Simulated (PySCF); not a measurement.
PySCF input file for CH₃Mg, SMILES [Mg][CH3], multiplicity 2, TDA-PBE0/def2-TZVPD. Geometry: r2SCAN-D4/def2-TZVP. The spin state was assumed, not searched. The isomer is the one that the SMILES or the coordinates give; other isomers of the formula were not compared.

```python
import numpy as np
from pyscf import gto, scf, dft, tdscf

mol = gto.M(
    atom='''
    Mg   -0.00000000    0.00000000   -0.96358785
    C     0.00000000   -0.00000000    1.15467337
    H     0.88552555    0.51125841    1.54500465
    H    -0.00000001   -1.02251682    1.54500465
    H    -0.88552555    0.51125841    1.54500465
    ''',
    basis='def2-TZVPD',
    charge=0,
    spin=1,
    max_memory=1600,
    verbose=4,
)
mf = dft.UKS(mol, xc='pbe0').density_fit(auxbasis='def2-universal-jkfit')
mf.grids.level = 3
mf.conv_tol = 1e-9
mf.max_cycle = 100
mf.kernel()
fine, coarse = mf.grids, dft.Grids(mol).set(level=1).build(with_non0tab=True)
for _ in range(3):  # follow internal instabilities
    mf.grids = coarse
    mo, _, stable, _ = mf.stability(return_status=True, nroots=4)
    mf.grids = fine
    if stable:
        break
    mf.kernel(mf.make_rdm1(mo, mf.mo_occ))
mf.grids = dft.Grids(mol).set(level=1).build(with_non0tab=True)  # coarser grid for the response kernel
td = tdscf.TDA(mf)
td.nstates = 10
td.conv_tol = 1e-4
td.positive_eig_threshold = 1e-6
td.kernel(x0=td.get_init_guess(mf, 15))
td.analyze()
```

It prints:

```
PySCF version 2.14.0

[INPUT] verbose = 4
[INPUT] num. atoms = 5
[INPUT] num. electrons = 21
[INPUT] charge = 0
[INPUT] spin (= nelec alpha-beta = 2S) = 1
[INPUT] symmetry False subgroup None
[INPUT] Mole.unit = angstrom
[INPUT] Symbol           X                Y                Z      unit          X                Y                Z       unit  Magmom
[INPUT]  1 Mg     0.000000000000   0.000000000000  -0.963587850000 AA    0.000000000000   0.000000000000  -1.820917133458 Bohr   0.0
[INPUT]  2 C      0.000000000000   0.000000000000   1.154673370000 AA    0.000000000000   0.000000000000   2.182016432629 Bohr   0.0
[INPUT]  3 H      0.885525550000   0.511258410000   1.545004650000 AA    1.673400765805   0.966138373781   2.919635649679 Bohr   0.0
[INPUT]  4 H     -0.000000010000  -1.022516820000   1.545004650000 AA   -0.000000018897  -1.932276747561   2.919635649679 Bohr   0.0
[INPUT]  5 H     -0.885525550000   0.511258410000   1.545004650000 AA   -1.673400765805   0.966138373781   2.919635649679 Bohr   0.0

nuclear repulsion = 34.6183822356258
number of shells = 41
number of NR pGTOs = 141
number of NR cGTOs = 99
basis = def2-TZVPD
ecp = {}


[settings echo left out]
init E= -239.722747078877
  alpha nocc = 11  HOMO = -0.142738337856478  LUMO = -0.0256484283025991
  beta  nocc = 10  HOMO = -0.328475868114971  LUMO = -0.142738337856489

WARN: HOMO -0.142738337856478 >= LUMO -0.142738337856489

cycle= 1 E= -239.740973942415  delta_E= -0.0182  |g|= 0.318  |ddm|= 1.29
  alpha nocc = 11  HOMO = -0.120727517374743  LUMO = -0.00570423937789465
  beta  nocc = 10  HOMO = -0.182071669377073  LUMO = -0.0608134335911252
  HOMO = -0.120727517375  LUMO = -0.0608134335911  gap/eV = 1.63035
cycle= 2 E= -239.650499336971  delta_E= 0.0905  |g|= 0.482  |ddm|= 1.06
  alpha nocc = 11  HOMO = -0.172586130252011  LUMO = -0.00968609666710143
  beta  nocc = 10  HOMO = -0.257353245391542  LUMO = -0.0843968086766438
  HOMO = -0.172586130252  LUMO = -0.0843968086766  gap/eV = 2.39975
cycle= 3 E= -239.803308246841  delta_E= -0.153  |g|= 0.0229  |ddm|= 0.764
  alpha nocc = 11  HOMO = -0.173628568757604  LUMO = -0.00712216743111357
  beta  nocc = 10  HOMO = -0.253401528115081  LUMO = -0.0759529403531722
  HOMO = -0.173628568758  LUMO = -0.0759529403532  gap/eV = 2.65789
cycle= 4 E= -239.803865319553  delta_E= -0.000557  |g|= 0.00678  |ddm|= 0.0735
  alpha nocc = 11  HOMO = -0.174186751050129  LUMO = -0.00709458118299858
  beta  nocc = 10  HOMO = -0.254654511532014  LUMO = -0.0750247087461453
  HOMO = -0.17418675105  LUMO = -0.0750247087461  gap/eV = 2.69834
cycle= 5 E= -239.803899384937  delta_E= -3.41e-05  |g|= 0.00138  |ddm|= 0.0187
  alpha nocc = 11  HOMO = -0.174082712612442  LUMO = -0.00688371530875025
  beta  nocc = 10  HOMO = -0.254928472005943  LUMO = -0.0744066244481481
  HOMO = -0.174082712612  LUMO = -0.0744066244481  gap/eV = 2.71232
cycle= 6 E= -239.80390436965  delta_E= -4.98e-06  |g|= 0.000323  |ddm|= 0.0082
  alpha nocc = 11  HOMO = -0.174109992842475  LUMO = -0.00684422175994616
  beta  nocc = 10  HOMO = -0.254923340476992  LUMO = -0.0743702761029397
  HOMO = -0.174109992842  LUMO = -0.0743702761029  gap/eV = 2.71406
cycle= 7 E= -239.803904602612  delta_E= -2.33e-07  |g|= 0.000127  |ddm|= 0.00156
  alpha nocc = 11  HOMO = -0.174087780453743  LUMO = -0.00681226382390409
  beta  nocc = 10  HOMO = -0.254916511425655  LUMO = -0.0743396474460027
  HOMO = -0.174087780454  LUMO = -0.074339647446  gap/eV = 2.71428
cycle= 8 E= -239.803904636592  delta_E= -3.4e-08  |g|= 4.77e-05  |ddm|= 0.000527
  alpha nocc = 11  HOMO = -0.174090953379334  LUMO = -0.00681034716204652
  beta  nocc = 10  HOMO = -0.254927009146318  LUMO = -0.0743419977707198
  HOMO = -0.174090953379  LUMO = -0.0743419977707  gap/eV = 2.71431
cycle= 9 E= -239.803904640973  delta_E= -4.38e-09  |g|= 1.53e-05  |ddm|= 0.000189
  alpha nocc = 11  HOMO = -0.174090186564193  LUMO = -0.0068082700164381
  beta  nocc = 10  HOMO = -0.254928052799869  LUMO = -0.0743419239519625
  HOMO = -0.174090186564  LUMO = -0.074341923952  gap/eV = 2.71429
cycle= 10 E= -239.803904641383  delta_E= -4.09e-10  |g|= 3.36e-06  |ddm|= 6.37e-05
  alpha nocc = 11  HOMO = -0.174089982066224  LUMO = -0.0068079593066693
  beta  nocc = 10  HOMO = -0.254927409559748  LUMO = -0.074341782995166
  HOMO = -0.174089982066  LUMO = -0.0743417829952  gap/eV = 2.71429
Extra cycle  E= -239.803904641398  delta_E= -1.54e-11  |g|= 2.6e-06  |ddm|= 1.64e-05
converged SCF energy = -239.803904641398  <S^2> = 0.75422547  2S+1 = 2.004221
tot grids = 18832
uhf_internal: lowest eigs of H = [0.18328111 0.18328458 0.22599302 0.30525335]
<class 'pyscf.df.df_jk.DFUKS'> wavefunction is stable in the internal stability analysis
tot grids = 18832
Overwritten attributes  positive_eig_threshold  of <class 'pyscf.tdscf.uks.TDA'>


******** <class 'pyscf.tdscf.uks.TDA'> for <class 'pyscf.df.df_jk.DFUKS'> ********
nstates = 10
deg_eia_thresh = 1.000e-03
wfnsym = None
conv_tol = 0.0001
eigh lindep = 1e-12
eigh level_shift = 0
eigh max_cycle = 100


Excitation energies (eV)
[2.59484942 2.59485747 3.494735   4.13545515 5.04079412 5.04541107
 5.04543307 5.20269953 5.20273362 5.70720237]

** Excitation energies and oscillator strengths **
Excited State   1:      2.59485 eV    477.81 nm  f=0.1260
      11a ->   13a      0.98746
      10b ->   12b     -0.11098
Excited State   2:      2.59486 eV    477.81 nm  f=0.1260
      11a ->   12a      0.98746
      10b ->   13b     -0.11098
Excited State   3:      3.49474 eV    354.77 nm  f=0.0001
      11a ->   14a     -0.61371
      11a ->   15a     -0.11579
      11a ->   18a      0.11491
      11a ->   21a     -0.10625
      10b ->   11b     -0.75494
Excited State   4:      4.13546 eV    299.81 nm  f=0.4631
      11a ->   14a     -0.78038
      11a ->   15a      0.17396
      10b ->   11b      0.57685
Excited State   5:      5.04079 eV    245.96 nm  f=0.0000
      11a ->   15a      0.97125
      10b ->   11b     -0.18051
Excited State   6:      5.04541 eV    245.74 nm  f=0.0148
      10a ->   13a      0.41484
      11a ->   13a     -0.12404
      11a ->   17a     -0.66828
      10b ->   12b     -0.58223
      10b ->   16b      0.11084
Excited State   7:      5.04543 eV    245.74 nm  f=0.0148
      10a ->   12a     -0.41494
      11a ->   12a      0.12405
      11a ->   16a      0.66815
      10b ->   13b      0.58230
      10b ->   15b     -0.11085
Excited State   8:      5.20270 eV    238.31 nm  f=0.0051
      10a ->   13a     -0.52487
      11a ->   17a     -0.72005
      10b ->   12b      0.42387
Excited State   9:      5.20273 eV    238.31 nm  f=0.0051
      10a ->   12a      0.52478
      11a ->   16a      0.72016
      10b ->   13b     -0.42379
Excited State  10:      5.70720 eV    217.24 nm  f=0.0294
      10a ->   14a     -0.19757
      11a ->   18a      0.94636
      10b ->   11b      0.10386
      10b ->   14b      0.16293

** Transition electric dipole moments (AU) **
state          X           Y           Z        Dip. S.      Osc.
  1         1.4079      0.0001     -0.0000      1.9823      0.1260
  2        -0.0001      1.4079     -0.0000      1.9823      0.1260
  3        -0.0000     -0.0001      0.0396      0.0016      0.0001
  4         0.0000     -0.0000     -2.1379      4.5705      0.4631
  5        -0.0000     -0.0003      0.0080      0.0001      0.0000
  6        -0.3465     -0.0000     -0.0000      0.1201      0.0148
  7        -0.0000      0.3465      0.0001      0.1201      0.0148
  8        -0.2001     -0.0000     -0.0000      0.0400      0.0051
  9        -0.0000      0.2001      0.0002      0.0401      0.0051
 10         0.0000     -0.0001     -0.4584      0.2101      0.0294

** Transition velocity dipole moments (imaginary part, AU) **
state          X           Y           Z        Dip. S.      Osc.
  1         0.0803      0.0000     -0.0000      0.0065      0.0451
  2        -0.0000      0.0803     -0.0000      0.0065      0.0451
  3        -0.0000     -0.0000     -0.0295      0.0009      0.0045
  4         0.0000     -0.0000     -0.2847      0.0810      0.3555
  5        -0.0000     -0.0001     -0.0622      0.0039      0.0139
  6        -0.0550     -0.0000      0.0000      0.0030      0.0109
  7        -0.0000      0.0550     -0.0000      0.0030      0.0109
  8        -0.0537     -0.0000     -0.0000      0.0029      0.0100
  9        -0.0000      0.0537      0.0000      0.0029      0.0100
 10         0.0000     -0.0000     -0.0819      0.0067      0.0213

** Transition magnetic dipole moments (imaginary part, AU) **
state          X           Y           Z
  1        -0.0001      0.9166     -0.0000
  2        -0.9166     -0.0001     -0.0000
  3         0.0000     -0.0000      0.0000
  4         0.0000     -0.0000      0.0000
  5        -0.0001      0.0000     -0.0000
  6        -0.0000      0.1002      0.0000
  7         0.1002      0.0000      0.0000
  8        -0.0000      0.1363      0.0000
  9         0.1363      0.0000      0.0000
 10         0.0000     -0.0000     -0.0000
```

Self-consistency was reached.
